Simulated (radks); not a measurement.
Q: These are the eigenvalues of the occupied orbitals of an atom or ion with whole-number occupations (Ry). Calculated with a radial shooting solver on a logarithmic mesh with Libxc functionals: scalar-relativistic Kohn-Sham, BLYP, spin-polarised, spherical densities, point nucleus.

1s up: -808.0943
1s down: -808.0876
2s up: -103.0523
2s down: -103.0489
2p up: -90.35397
2p down: -90.34989
3s up: -14.57176
3s down: -14.56270
3p up: -10.69304
3p down: -10.68222
3d up: -4.34679
3d down: -4.32778
4s up: -2.75691
6p up: -0.44632

Which element is it, and in what charge state? The configuration may be excited. Open shells, if any, are filled with parallel spins first.

A: Z = 32, germanium, charge +2: Ge2+ in [Ar] 3d10 4s1 6p1. The list shows which subshells hold electrons but not how many an open one holds; the 1s level, -404.05 hartree, gives Z - s = 28.4 by -(Z - s)^2/2, which with screening and relativity narrows Z to a few neighbours, and the depths of the outer levels then fix element, charge and occupations together.
